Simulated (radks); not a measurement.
Radial electron density D(r) = 4 pi r^2 rho(r) of an atom or ion with 62 electrons. Calculated with a radial shooting solver on a logarithmic mesh with Libxc functionals: scalar-relativistic Kohn-Sham, PBE, spin-polarised, spherical densities, finite nucleus; Fermi nuclear charge, rms radius of each element as measured or else 0.836 A^(1/3) + 0.57 fm.

r (bohr)  D(r) (e/bohr)   spin D(r)
0.001836          11.50  -0.0000185
0.002449          17.62  -0.0000284
0.003266          26.29  -0.0000427
0.004391          38.22  -0.0000630
0.005857          52.42  -0.0000899
0.007812          67.57   -0.000127
0.01042           80.40   -0.000182
0.0139            86.77   -0.000278
0.01853           84.60   -0.000461
0.02472           78.19   -0.000765
0.03297           78.81    -0.00104
0.04397           94.36   -0.000395
0.05865           113.2     0.00412
0.07885           110.7      0.0224
0.1052            90.95      0.0864
0.1403            90.96       0.313
0.1871            102.6        1.02
0.2495            77.69        2.76
0.3328            45.29        5.71
0.4439            49.51        8.63
0.5921            47.08        9.13
0.7897            25.72        6.94
1.053             14.17        4.10
1.405             9.593        2.02
1.889             4.253       0.890
2.519             1.068       0.361
3.36             0.1636       0.103
4.481           0.01570      0.0141
5.977         0.0006517    0.000642

What is the nuclear charge?

Answer. Z = 65. The innermost maximum, from 1s, lies near gamma/Z bohr with gamma = sqrt(1 - (Z/c)^2) = 0.880, here 0.0135 bohr (found: 0.0148), and its height grows with Z. The density is that of the terbium ion Tb3+ in [Xe] 4f7 5d1; the configuration itself is not fixed sharply by these data, and Z only to a few units. D(r) has 4 maxima, at r = 0.0148, 0.0661, 0.184, 0.505 bohr, and minima at 0.0283, 0.121, 0.361 bohr, inside which lie 1.93, 11.16, 29.31 electrons.
